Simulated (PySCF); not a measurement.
## Working out the ionisation energy of Al²⁺

Al²⁺ [Ne] 3s1 (2S) → Al³⁺ [Ne] (1S). All numbers are calculated (PySCF 2.14, the non-relativistic Hamiltonian (point nucleus), in aug-cc-pwCVTZ). Frozen: nothing. Energies in hartree (1 hartree = 27.21139 eV):

| part | Al²⁺ (lower) | Al³⁺ (upper) |
| --- | --- | --- |
| UHF | -241.029624 | -239.999172 |
| MP2 opposite-spin | -0.194366 | -0.188394 |
| MP2 same-spin | -0.075004 | -0.069792 |

Task: What does Hartree-Fock give?

Result: (-239.999172) − (-241.029624) = 1.030452 hartree = 28.040 eV.

Task: What do MP2 and SCS-MP2 (6/5 opposite-spin, 1/3 same-spin) give?

Result: The opposite-spin parts differ by 0.163 eV and the same-spin parts by 0.142 eV. MP2: 28.040 + (0.163) + (0.142) = 28.345 eV. SCS-MP2: 28.040 + 1.2 × (0.163) + (0.142)/3 = 28.283 eV.

Measured between the centres of the two terms (NIST): 28.448 eV, so MP2 (all electrons) is off by -0.103 eV.

What remains against the reference includes basis incompleteness and correlation beyond second order.
